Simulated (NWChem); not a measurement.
# sulfur difluoride (SF₂); SMILES S(F)F

```xyz
3

F      1.2275     0.0000    -0.4916
S      0.0000     0.0000     0.5530
F     -1.2275     0.0000    -0.4916
```
Atoms are numbered in this order, from 1.

Program: NWChem. Pople sets run with spherical d functions. Coordinates come from a PBE0/def2-SVP optimisation.

**Question.** Predict the results for BLYP/6-31G*. Quantities: highest occupied level (eV); orbital gap (eV); dipole (D).

**Answer.** 
```yaml
highest occupied level (eV): -5.23
orbital gap (eV): 2.96
dipole (D): 1.04
```
